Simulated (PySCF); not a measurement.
## TlGe: one state, many levels of theory

State: ⁴Σ⁻ (quartet), unpaired electrons σ ↑, π ↑↑. Set-up: basis Tl cc-pVDZ-PP with ECP60, Ge cc-pVDZ-PP with ECP10; scalar-relativistic core potentials; PySCF 2.14. De refers to Tl + Ge in their high-spin ground configurations, without counterpoise correction. The functionals are run spin-unrestricted. A positive dipole means Tl(−)Ge(+).

| Level | Re (Å) | ωe (cm⁻¹) | De (eV) | μ (D) |
| --- | --- | --- | --- | --- |
| UHF | 2.814 | 143 | 1.27 | -3.67 |
| UHF-MP2 | 2.726 | 162 | 1.90 | n/a |
| UHF-SCS-MP2 | 2.741 | 158 | 1.68 | n/a |
| UHF-CCSD | 2.758 | 155 | 1.77 | n/a |
| UHF-CCSD(T) | 2.753 | 156 | 1.85 | n/a |
| PBE | 2.763 | 148 | 2.24 | -2.01 |
| r²SCAN | 2.723 | 155 | 2.24 | -2.30 |
| M06-L | 2.764 | 150 | 2.18 | -2.62 |
| B3LYP | 2.771 | 147 | 1.94 | -2.12 |
| PBE0 | 2.731 | 156 | 2.11 | -2.36 |
| B97-3 | 2.776 | 148 | 1.96 | -2.71 |
| CAM-B3LYP | 2.723 | 158 | 1.82 | -2.31 |

The bond length runs from 2.723 Å (r²SCAN) to 2.814 Å (UHF). De spans 1.27 eV (UHF, mean field) to 2.24 eV (r²SCAN, meta-GGA). Correlation at CCSD(T) changes the Hartree–Fock bond energy by +0.58 eV; the triples alone change it by +0.08 eV.

Correlated steps freeze 8 core orbitals. Correlated levels converge slowly with the basis: in double zeta they bind strong bonds too weakly, by up to about 1 eV, and carry superposition errors of some tenths. These are scalar-relativistic numbers at best; spin–orbit coupling would shift them, the dissociation energy most. The state was picked by a PBE0 search and need not be the measured ground state.

The whole job (state search and all levels along the bond) took about 2.8 min on 1 thread of Arm Neoverse V1 (shared host), peak memory 0.55 GiB.
